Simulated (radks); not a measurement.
The numbers below are computed, except where a source is named.
Ionisation of O+, [He] 2s2 2p3, to O2+, [He] 2s2 2p2, under several functionals. Dirac Kohn-Sham, spin-unpolarised, spherical densities, finite nucleus; open shells are shared between the two j in proportion to 2j + 1; a radial shooting solver on a logarithmic mesh with Libxc functionals.

| functional | E(O+) (hartree) | Exc (hartree) | IE (eV) | -e(HOMO) (eV) | <r> HOMO (bohr) | IE error (eV) |
|---|---|---|---|---|---|---|
| HCTH/407 | -74.43478 | -7.87691 | 33.905 | 24.753 | 1.108 | -1.216 |
| BP86 | -74.47174 | -7.91049 | 33.668 | 24.520 | 1.108 | -1.453 |
| PBEsol | -74.14764 | -7.56922 | 33.478 | 24.347 | 1.110 | -1.643 |
| B86b exchange with PBE correlation | -74.45740 | -7.89531 | 33.641 | 24.481 | 1.109 | -1.480 |

NIST Atomic Spectra Database: 35.121 eV (measured). Closest: HCTH/407. The Delta-SCF values span 0.43 eV, the total energies 0.32 hartree. The highest occupied level is 2p3/2. Spin polarisation and multiplet splitting are left out, so open shells lie too high by an amount that depends on their filling.

Beside tabulated values, note that spin-unpolarised runs miss the spin-polarisation part of the exchange energy of open shells.
